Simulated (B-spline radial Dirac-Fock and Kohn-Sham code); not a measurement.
## Binding energies of Pm³⁶⁺ at several levels of theory

System: the Pm³⁶⁺ ion, configuration [Ar] 3d7.

The density-functional columns are spherical, spin-unpolarised Dirac-Kohn-Sham results without Breit or QED terms: −ε is minus the orbital energy of the initial state and ΔSCF the difference of two total energies. The reference in the last column comes from Dirac-Fock energy differences between relaxed states, corrected for Breit and QED terms. All numbers are from an atomic code on a B-spline grid, in eV; a selection of levels is shown. The Kohn-Sham columns are given as differences from the reference. For the 1s level of heavy atoms much of the gap between ΔSCF and the reference is the Breit and QED part, -184.5 eV here; for other levels the error of the functional can be larger.

```
     level  LDA −ε − DF  LDA ΔSCF − DF  Dirac-Fock
    K (1s)       -288.1         +173.5     46889.6
   L1 (2s)       -156.4          -50.5      9087.8
L2 (2p1/2)       -120.7           +6.8      8679.9
L3 (2p3/2)       -126.2           -8.1      8121.3
   M1 (3s)        -76.3          -31.0      3136.8
M2 (3p1/2)        -58.7          -11.3      2965.6
M3 (3p3/2)        -58.7          -13.2      2840.9
 M4,5 (3d)        -49.4           +1.6      2560.2
```

Values without a named source are computed, but for edge energies of neutral atoms, which are taken from tables.
